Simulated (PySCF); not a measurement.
MgBr2: computed shieldings and shifts

MgBr2, Br2Mg.

Geometry:
```tsv
atom	x (Å)	y (Å)	z (Å)
Mg1	-0.013	-0.008	0.000
Br2	-0.018	-0.026	2.342
Br3	0.031	0.034	-2.342
```

GIAO calculations in PySCF on the PBE0-D3(BJ)/def2-SVP structure: isolated species, non-relativistic, equivalent atoms averaged; basis pcSseg-1.

Task: Give the isotropic shieldings (ppm) with KT2, PBE0.

Result: 
```csv
atoms,environment,KT2,PBE0
Br2/Br3,bromine bonded to Mg,2916,2980
Mg1,Mg bonded to 2 Br,487,489
HOMO–LUMO gap (eV),–,4.38,6.39
```

Task: And the chemical shifts, against references computed in the same way?

Result: 
```json
{"atoms": "Br2/Br3", "nucleus, reference": "⁷⁹Br, HBr", "KT2": "-340", "PBE0": "-396"}
```

Task: Which part of the shielding of Br2/Br3 depends on the functional?

Result: Diamagnetic: KT2 3127, PBE0 3124 ppm; paramagnetic: KT2 -211, PBE0 -143 ppm. The diamagnetic part, set mainly by inner electrons, hardly moves; the paramagnetic part goes with low-lying magnetically allowed excitations and carries the spread.

Relativistic effects, spin–orbit coupling among them, are left out; they matter for Br and for the light atoms bonded to it.
